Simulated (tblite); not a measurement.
Compound: C3H13O2PSi3.
SMILES with atom numbers: `[CH3:1][C:2](=[O:3])[Si@@H:4]([O:5][SiH3:6])[Si@H:7]([CH3:8])[PH2:9]` (hydrogens: H10, H11, H12 on C1; H13 on Si4; H14, H15, H16 on Si6; H17 on Si7; H18, H19, H20 on C8; H21, H22 on P9)

Computed with GFN2-xTB (tblite), gas phase: L-BFGS steps from a force-field or distance-geometry start until the largest atomic force falls under 0.01 eV/Å.

Step 149: E = -788.0670 eV
```
atom  x, y, z in Å  |  force x, y, z in eV/Å
C1      2.5035    1.3800    1.0960   -0.018   0.023  -0.004
C2      1.3960    1.8906    0.2133    0.005   0.030  -0.005
O3      1.1070    3.0664    0.1449    0.032  -0.035   0.023
Si4     0.3508    0.6113   -0.7737    0.007   0.011   0.021
O5      1.2095   -0.7694   -0.7883   -0.001  -0.021   0.011
Si6     1.6119   -2.3247   -0.5654   -0.003  -0.027   0.010
Si7    -1.6655    0.2657    0.3423   -0.002  -0.006  -0.015
C8     -2.3019   -1.5117    0.0515   -0.011  -0.022   0.001
P9     -3.3764    1.6423   -0.1631    0.017   0.002  -0.015
H10     3.0519    2.2029    1.5497    0.004  -0.019   0.017
H11     2.0628    0.7533    1.8713    0.020   0.031  -0.029
H12     3.1736    0.7538    0.5101   -0.035   0.027  -0.003
H13     0.3409    1.0510   -2.1732   -0.005  -0.014  -0.005
H14     3.0585   -2.3728   -0.7560   -0.002   0.006  -0.016
H15     0.8742   -3.1037   -1.5574    0.006   0.005   0.020
H16     1.2302   -2.6754    0.8043   -0.003  -0.004  -0.023
H17    -1.5272    0.4201    1.8103    0.013   0.005   0.016
H18    -2.5383   -1.6859   -0.9950   -0.001   0.015   0.005
H19    -1.5536   -2.2426    0.3435    0.001   0.003  -0.003
H20    -3.2021   -1.7052    0.6278   -0.013  -0.012  -0.010
H21    -3.1936    1.5749   -1.5358   -0.004   0.023   0.017
H22    -2.6230    2.7984   -0.0580   -0.006  -0.022  -0.015
```

Step 150: E = -788.0674 eV
```
atom  x, y, z in Å  |  force x, y, z in eV/Å
C1      2.5041    1.3858    1.0936   -0.005   0.010  -0.008
C2      1.3900    1.8913    0.2171    0.016   0.010  -0.004
O3      1.0935    3.0651    0.1544    0.015  -0.005   0.014
Si4     0.3512    0.6088   -0.7724    0.010   0.001   0.027
O5      1.2111   -0.7720   -0.7801   -0.007  -0.017   0.010
Si6     1.6089   -2.3300   -0.5632    0.005   0.006  -0.003
Si7    -1.6669    0.2640    0.3417    0.004  -0.008  -0.023
C8     -2.3001   -1.5143    0.0495   -0.014  -0.018   0.010
P9     -3.3742    1.6440   -0.1674    0.016  -0.006  -0.012
H10     3.0545    2.2111    1.5403    0.000  -0.022   0.024
H11     2.0702    0.7597    1.8730    0.016   0.035  -0.019
H12     3.1706    0.7585    0.5053   -0.027   0.025  -0.008
H13     0.3479    1.0492   -2.1721   -0.007  -0.021  -0.001
H14     3.0549   -2.3786   -0.7610   -0.008   0.001  -0.012
H15     0.8655   -3.1034   -1.5549    0.004  -0.001   0.016
H16     1.2301   -2.6815    0.8062   -0.004  -0.010  -0.011
H17    -1.5316    0.4216    1.8096    0.014   0.001   0.016
H18    -2.5400   -1.6854   -0.9967   -0.003   0.011   0.005
H19    -1.5503   -2.2457    0.3372   -0.001   0.013  -0.005
H20    -3.1981   -1.7101    0.6287   -0.014  -0.014  -0.015
H21    -3.1837    1.5843   -1.5393   -0.003   0.023   0.016
H22    -2.6182    2.7969   -0.0504   -0.006  -0.015  -0.017
```

Step 151: E = -788.0678 eV
```
atom  x, y, z in Å  |  force x, y, z in eV/Å
C1      2.5060    1.3935    1.0911    0.008   0.002  -0.006
C2      1.3838    1.8916    0.2218    0.021   0.009   0.000
O3      1.0773    3.0630    0.1656    0.002   0.012   0.006
Si4     0.3518    0.6054   -0.7695    0.010  -0.007   0.023
O5      1.2131   -0.7747   -0.7732   -0.010  -0.013   0.011
Si6     1.6055   -2.3354   -0.5619    0.008   0.034  -0.014
Si7    -1.6688    0.2609    0.3408    0.011  -0.010  -0.018
C8     -2.3001   -1.5184    0.0478   -0.014  -0.007   0.012
P9     -3.3713    1.6448   -0.1745    0.018  -0.007  -0.015
H10     3.0587    2.2215    1.5297   -0.005  -0.018   0.025
H11     2.0809    0.7696    1.8766    0.006   0.031  -0.007
H12     3.1685    0.7647    0.5007   -0.013   0.017  -0.018
H13     0.3537    1.0470   -2.1695   -0.009  -0.026   0.007
H14     3.0505   -2.3865   -0.7667   -0.011  -0.004  -0.010
H15     0.8546   -3.1021   -1.5524    0.003  -0.008   0.012
H16     1.2296   -2.6863    0.8079   -0.004  -0.017  -0.001
H17    -1.5360    0.4216    1.8093    0.012  -0.003   0.005
H18    -2.5453   -1.6861   -0.9978   -0.002   0.006   0.006
H19    -1.5472   -2.2492    0.3296   -0.006   0.017  -0.007
H20    -3.1948   -1.7172    0.6310   -0.013  -0.016  -0.015
H21    -3.1678    1.5970   -1.5451   -0.005   0.018   0.017
H22    -2.6132    2.7946   -0.0420   -0.007  -0.011  -0.014
```

Step 152: E = -788.0682 eV
```
atom  x, y, z in Å  |  force x, y, z in eV/Å
C1      2.5080    1.4005    1.0891    0.019  -0.006  -0.004
C2      1.3789    1.8914    0.2258    0.020   0.008   0.003
O3      1.0638    3.0606    0.1741   -0.010   0.036  -0.001
Si4     0.3516    0.6022   -0.7655    0.009  -0.010   0.013
O5      1.2144   -0.7770   -0.7662   -0.009  -0.012   0.011
Si6     1.6031   -2.3398   -0.5613    0.006   0.048  -0.017
Si7    -1.6713    0.2582    0.3404    0.015  -0.014  -0.005
C8     -2.3011   -1.5221    0.0467   -0.011   0.007   0.010
P9     -3.3684    1.6460   -0.1819    0.015  -0.007  -0.013
H10     3.0623    2.2307    1.5211   -0.005  -0.006   0.026
H11     2.0907    0.7790    1.8799   -0.006   0.020   0.007
H12     3.1671    0.7708    0.4970    0.003   0.005  -0.029
H13     0.3562    1.0437   -2.1661   -0.009  -0.029   0.014
H14     3.0470   -2.3927   -0.7726   -0.010  -0.007  -0.009
H15     0.8449   -3.1004   -1.5507    0.003  -0.013   0.009
H16     1.2309   -2.6923    0.8086   -0.004  -0.020   0.005
H17    -1.5401    0.4212    1.8098    0.008  -0.007  -0.010
H18    -2.5509   -1.6865   -0.9983   -0.001   0.003   0.005
H19    -1.5445   -2.2512    0.3226   -0.010   0.015  -0.007
H20    -3.1927   -1.7246    0.6331   -0.011  -0.016  -0.012
H21    -3.1512    1.6087   -1.5503   -0.008   0.009   0.008
H22    -2.6093    2.7929   -0.0361   -0.005  -0.003  -0.005
```

Problem. Estimate the geometry and energy of step 153. (The exact step hangs on the optimiser's Hessian estimate; all steps are aligned on step 152, rigid shifts and turns removed.)

Solution. E = -788.0685 eV, largest force 0.049 eV/Å
```
atom  x, y, z in Å  |  force x, y, z in eV/Å
C1      2.5117    1.4100    1.0861    0.019  -0.005   0.001
C2      1.3728    1.8917    0.2312    0.011   0.039   0.007
O3      1.0449    3.0580    0.1856   -0.003   0.013  -0.002
Si4     0.3515    0.5980   -0.7598    0.009  -0.005   0.003
O5      1.2173   -0.7791   -0.7576   -0.005  -0.013   0.012
Si6     1.5995   -2.3445   -0.5604    0.003   0.046  -0.017
Si7    -1.6743    0.2542    0.3397    0.017  -0.015   0.010
C8     -2.3028   -1.5266    0.0448   -0.009   0.013   0.005
P9     -3.3640    1.6465   -0.1925    0.019   0.006  -0.019
H10     3.0676    2.2432    1.5099   -0.006   0.001   0.021
H11     2.1042    0.7921    1.8844   -0.014   0.012   0.012
H12     3.1666    0.7790    0.4916    0.015  -0.004  -0.036
H13     0.3574    1.0390   -2.1610   -0.008  -0.031   0.019
H14     3.0419   -2.4029   -0.7797   -0.011  -0.007  -0.010
H15     0.8312   -3.0977   -1.5478    0.006  -0.014   0.008
H16     1.2325   -2.6999    0.8100   -0.003  -0.020   0.006
H17    -1.5456    0.4184    1.8100    0.003  -0.009  -0.023
H18    -2.5595   -1.6875   -0.9991    0.002   0.001   0.008
H19    -1.5410   -2.2533    0.3125   -0.017   0.012  -0.006
H20    -3.1900   -1.7347    0.6362   -0.006  -0.013  -0.010
H21    -3.1268    1.6239   -1.5581   -0.014   0.001   0.009
H22    -2.6054    2.7916   -0.0270   -0.009  -0.008   0.002
```

The energy changes by -0.0004 eV. The first-order estimate −F·Δx gives -0.0005 eV and the mean of the old and new forces, exact on a quadratic surface, -0.0004 eV. The step makes an angle of 85° with the force vector and moves no atom by more than 0.030 Å.

What follows is the cost of the whole relaxation. On one thread, Intel Xeon at 2.50 GHz (x86_64), shared host, this took 13 s wall, 12 s CPU.
